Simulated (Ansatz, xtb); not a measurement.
**Isomers of AlClH4Si2 in order of energy**

4 gas-phase structures of AlClH4Si2, found in a search over its isomers (lower ones may exist). Each was relaxed with GFN2-xTB; where two conformers were screened, the lower at r2SCAN-D4/def2-SVP is listed:

A. `[SiH3][Si][AlH][Cl]`, a singlet
B. a singlet given by its coordinates
C. `[SiH][Al]([SiH3])[Cl]`, a singlet
D. a singlet given by its coordinates

D (Å):

| atom | x (Å) | y (Å) | z (Å) |
| --- | --- | --- | --- |
| Al | 0.6541 | -0.5586 | -0.0870 |
| Cl | 0.0760 | -1.6698 | 1.5373 |
| Si | 1.3248 | 0.7646 | -1.9257 |
| Si | -0.5187 | 2.1179 | -1.4222 |
| H | 0.6149 | -0.2522 | -2.8418 |
| H | -0.2380 | 2.7383 | -0.1084 |
| H | -1.9231 | 1.6894 | -1.3064 |
| H | -0.6015 | 3.2568 | -2.3530 |

Close contacts (Å): Al1–Cl2 2.05, Al1–Si3 2.36, Si3–Si4 2.34, Si3–H5 1.54, Si4–H6 1.48, Si4–H7 1.47, Si4–H8 1.47.

B (Å):

```yaml
atoms:
  - { symbol: Al, position_ang: [-0.8538, 1.4740, -0.1183] }
  - { symbol: Cl, position_ang: [0.0137, 1.8952, 1.6830] }
  - { symbol: Si, position_ang: [-0.5487, -0.7108, -1.1376] }
  - { symbol: Si, position_ang: [0.8595, 0.9153, -1.9685] }
  - { symbol: H, position_ang: [-1.9836, 2.5703, -0.3082] }
  - { symbol: H, position_ang: [-1.5428, -0.7012, -2.2831] }
  - { symbol: H, position_ang: [1.2457, 1.7037, -3.1668] }
  - { symbol: H, position_ang: [2.1492, 1.0058, -1.2421] }
```

Close contacts (Å): Al1–Cl2 2.04, Al1–Si3 2.43, Al1–Si4 2.58, Si3–Si4 2.31, Al1–H5 1.59, Si3–H6 1.52, Si4–H7 1.49, Si4–H8 1.48.

Q: Estimate their order in r2SCAN-D4/def2-SVP energy at these geometries, lowest first.

A: Calculated order at r2SCAN-D4/def2-SVP: D (0.0), B (12.8), A (20.1), C (20.3) kcal/mol. Less than 1 kcal/mol parts A and C, so the order within that pair means little.

Energies above the lowest of each column, in kcal/mol:

```tsv
structure	GFN2-xTB	HF/STO-3G	r2SCAN-D4/def2-SVP
D	9.3	2.7	0.0
B	0.0	23.9	12.8
A	2.3	0.0	20.1
C	10.0	1.9	20.3
```

r2SCAN-D4/def2-SVP puts D lowest; GFN2-xTB picks B, HF/STO-3G picks A. Some further structures that were screened fall inside this span and aren't listed. Flexible structures stand in one conformer each, not always the lowest. No reliable frequencies are at hand for these structures.

Over these structures GFN2-xTB departs from r2SCAN-D4/def2-SVP by 8.6 kcal/mol on average once a common shift is removed. A GFN2-xTB relaxation took about 1.2 s and the r2SCAN-D4/def2-SVP energy about 6.5 s on a shared host (Ansatz 0.2.0, xtb 6.7.1).
